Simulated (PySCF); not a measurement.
B(F)(Me)(NH2) (CH5BFN), SMILES CB(N)F.

The structure is a stationary point at ωB97X-D3(BJ)/def2-SVP. One conformer was computed; it need not be the lowest.

Calculation: PBE/def2-TZVPD in PySCF.

Symmetry labels are those of the subgroup Cs that the program uses (full group Cs).

Computed valence orbital energies around the gap with their symmetry:
```
orbital  symmetry  energy (eV)
-------  --------  -----------
HOMO−7         A'       -12.54
HOMO−6         A'       -11.62
HOMO−5         A"       -10.42
HOMO−4         A'        -9.87
HOMO−3         A"        -9.28
HOMO−2         A'        -9.23
HOMO−1         A'        -7.75
HOMO           A"        -6.87
LUMO           A'        -0.60
LUMO+1         A"         0.29
LUMO+2         A'         0.42
LUMO+3         A'         0.87
```
